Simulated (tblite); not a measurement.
C6H6N (doublet state).
Cartesian coordinates in Å at the GFN2-xTB level; atoms count from 1:
```
atom  x, y, z in Å
C1    -0.7104    0.2885    2.6732
C2    -0.8506    0.0649    1.5073
C3    -0.9966   -0.2302    0.0568
N4    -1.1236    0.9624   -0.7268
C5     0.2148   -1.0499   -0.4194
C6     1.4436   -0.2937   -0.2930
C7     2.4272    0.3798   -0.1889
H8    -1.9156   -0.8207   -0.0606
H9    -0.2590    1.4914   -0.7448
H10   -1.8949    1.5476   -0.4333
H11    0.2900   -1.9650    0.1728
H12    0.0633   -1.3165   -1.4697
H13    3.3074    0.9418   -0.0913
```

All values are computed: GFN2-xTB (tblite) harmonic vibrations without scaling, gas phase. The method is semi-empirical: single wavenumbers can be off by several per cent or more. One conformer, not necessarily the lowest. Open shells enter through the occupations alone, without spin polarisation, and single modes of such species can be off by tens of per cent.

Harmonic wavenumbers (cm⁻¹): 63.1, 119.8, 157.6, 187.3, 292.5, 310.6, 336.0, 353.6, 397.4, 582.4, 641.1, 683.0, 803.2, 848.4, 905.5, 976.0, 1007.2, 1101.1, 1117.1, 1184.9, 1216.7, 1290.1, 1306.4, 1423.1, 1514.3, 2280.9, 2293.9, 2885.7, 2950.6, 2975.5, 3399.4, 3399.8, 3447.6.

A = 3702, B = 2245, C = 1810 MHz; mass 92.050 u (most abundant isotopes); point group C1, symmetry number 1; spin multiplicity 2.

Task: Zero-point energy?

Result: Half the sum of the wavenumbers: 21226 cm⁻¹ = 60.69 kcal/mol.

Task: Give the ideal-gas entropy at 298.15 K and 1 bar in the rigid-rotor, harmonic-oscillator model (classical rotation).

Result: Translation 39.50, rotation 27.46, vibration 20.65, spin (R ln 2) 1.38: S = 89.0 cal/(mol K).

Task: And Cp and H(298.15 K) − H(0)?

Result: Cp = 30.39 cal/(mol K), of which vibrations give 22.44 (their classical limit is 33 R = 65.6); H(298.15 K) − H(0) = 5.77 kcal/mol without the zero-point energy, 3.40 from vibrations.

Task: What must be added to the electronic energy to get the Gibbs energy at 298.15 K and 1 bar?

Result: ZPE + [H(298.15 K) − H(0)] − T·S = 60.69 + 5.77 − 26.53 = 39.93 kcal/mol.

Task: How do the functions run with temperature in this model?

Result: 
```tsv
T (K)	S (cal/(mol K))	Cp (cal/(mol K))	H − H(0) (kcal/mol)	G − H(0) (kcal/mol)	ln q(vib)
50	55.7	11.1	0.45	-2.33	0.23
100	64.8	15.8	1.12	-5.36	0.94
373.15	96.3	35.0	8.23	-27.72	6.09
500	107.5	41.5	13.10	-40.66	8.46
750	126.2	50.4	24.68	-69.95	12.86
1000	141.5	56.3	38.07	-103.47	16.84
```

q(vib) and H(0) count from the zero-point level.

Hindered rotation and anharmonicity are outside this model. Other conformers, if any are populated, would add a mixing term that is left out. The structure is chiral; the term R ln 2 for an equal mix with its mirror image is left out.
